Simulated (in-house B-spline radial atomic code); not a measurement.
A fraction x of an electron is removed from 3d in Cu4+, starting from [Ar] 3d7 and keeping the highest spin. Level of theory: non-relativistic PBE0, spin-polarised, spherical fractional occupations, point nucleus; calculated with an all-electron radial atomic-structure program (B-spline basis).

Caution: exact exchange at fractional occupations of open shells leaves self-interaction of up to several eV.

```csv
x,E(x) - E(0) (eV),3d down level (eV)
0,0.0000,-68.302
0.06,4.1358,-69.558
0.21,14.8068,-72.729
0.27,19.2089,-74.009
0.46,33.6590,-78.108
0.5,36.8007,-78.979
0.58,43.1889,-80.730
0.67,50.5438,-82.713
0.87,67.5311,-87.172
0.94,73.6882,-88.749
1,79.0539,-90.107
```

The exact functional would give a straight line between the two integer points. Deviations E(x) - E(0) - x[E(1) - E(0)], in eV: -0.607 at x = 0.06, -1.795 at x = 0.21, -2.136 at x = 0.27, -2.706 at x = 0.46, -2.726 at x = 0.5, -2.662 at x = 0.58, -2.422 at x = 0.67, -1.246 at x = 0.87, -0.622 at x = 0.94.

The curve lies below the straight line by up to 2.726 eV (at x = 0.5): convex, the delocalisation error, to which spherically averaged exact exchange adds.

How well does Slater's transition state (minus the level at half occupation) give the ionisation energy?

It gives 78.979 eV against 79.054 eV from the two total energies; NIST lists 79.80 eV, ground level to ground level. The end point has an open shell averaged over its orbitals, so its exact exchange keeps a self-interaction and this is no true integer point.
